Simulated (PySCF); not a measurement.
**Bond curve of TeH⁺**

Set-up: PySCF, scalar-relativistic core potentials, basis sets Te def2-SVPD with ECP28, H def2-SVPD. Energies in eV from Te⁺ + H in their ground configurations at the same level. State: ³Σ⁻ (triplet), unpaired electrons π ↑↑.

All columns are PBE0. A positive dipole points towards H; it is taken about the centre of mass and depends on that origin.

| R (Å) | E (eV) | μ (D) | Mulliken charge on Te (basis-dependent) | HOMO (eV) | LUMO (eV) | Mayer bond order | ⟨S²⟩ |
| --- | --- | --- | --- | --- | --- | --- | --- |
| 1.444 | -2.104 | 0.76 | 0.86 | -15.59 | -11.38 | 0.89 | 2.00 |
| 1.511 | -2.454 | 0.75 | 0.86 | -15.56 | -11.35 | 0.91 | 2.00 |
| 1.578 | -2.653 | 0.75 | 0.86 | -15.53 | -11.32 | 0.93 | 2.00 |
| 1.629 | -2.726 | 0.76 | 0.87 | -15.50 | -11.30 | 0.94 | 2.01 |
| 1.679 | -2.748 | 0.77 | 0.87 | -15.48 | -11.28 | 0.95 | 2.01 |
| 1.729 | -2.727 | 0.79 | 0.87 | -15.46 | -11.26 | 0.95 | 2.01 |
| 1.796 | -2.649 | 0.82 | 0.88 | -15.44 | -11.23 | 0.96 | 2.01 |
| 1.881 | -2.492 | 0.87 | 0.88 | -15.41 | -11.19 | 0.96 | 2.01 |
| 1.981 | -2.246 | 0.96 | 0.88 | -15.38 | -11.15 | 0.96 | 2.02 |
| 2.115 | -1.870 | 1.10 | 0.87 | -15.34 | -11.09 | 0.93 | 2.04 |

A fit through these points gives, at Re = 1.678 Å, μ = 0.77 D and dμ/dR = 0.296 D/Å; the reduced mass is 1.0 u.

Problem. How strong is the fundamental in the double-harmonic approximation, I = 42.26·(dμ/dR)²/μred km/mol?

Solution. I = 42.26·(0.296)²/1.0 = 3.70 km/mol at PBE0.

Spin–orbit coupling is left out, which matters for elements this heavy, above all for dissociation energies. For an ion De counts to the pair picked by the measured ionisation energies or electron affinities, which need not be the lowest pair at this level. The state is the lowest determinant that a PBE0 search found; another state may lie lower at other levels.
